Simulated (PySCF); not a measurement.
CH6F2OSi2, SMILES F[SiH2]C(O)[SiH2]F. Atoms are numbered in the order given.

```xyz
12

O      0.3179    -1.6772     0.0000
C     -0.2258    -0.3448     0.0000
Si     0.2022     0.5556    -1.5934
F     -0.5364    -0.1595    -2.8546
Si     0.2022     0.5556     1.5934
F     -0.5364    -0.1595     2.8546
H      1.2808    -1.6079     0.0000
H     -1.3269    -0.4572     0.0000
H     -0.2462     1.9729    -1.5444
H      1.6716     0.4597    -1.8139
H     -0.2462     1.9729     1.5444
H      1.6716     0.4597     1.8139
```

Geometry: ωB97X-D3(BJ)/def2-SVP. The structure was generated by enumeration, and PubChem lists no compound with its InChIKey, so it may never have been made. One conformer was computed; it need not be the lowest.

Two levels are set side by side: PBE/pcSseg-1 (PySCF) and PBE0/pcSseg-1 (PySCF). GIAO shifts against CFCl3 (¹⁹F), H2O (¹⁷O), TMS (²⁹Si), TMS (¹H), TMS (¹³C) at the same level; non-relativistic, no solvent, atoms listed together averaged. Differences are taken from unrounded values.

```csv
quantity,PBE0,PBE,PBE minus PBE0
δ(¹⁷O) of O1 (ppm),1.0,13.9,12.9
δ(¹³C) of C2 (ppm),64.2,69.6,5.4
"δ(²⁹Si) of Si3, Si5 (ppm)",3.6,3.6,0.0
"δ(¹⁹F) of F4, F6 (ppm)",-237.6,-261.5,-23.9
δ(¹H) of H7 (ppm),-0.47,-0.67,-0.20
δ(¹H) of H8 (ppm),4.40,4.56,0.16
```

Rough cost on one machine, each run with all the roots and properties that it gave: PBE0 against PBE within a factor of 2.
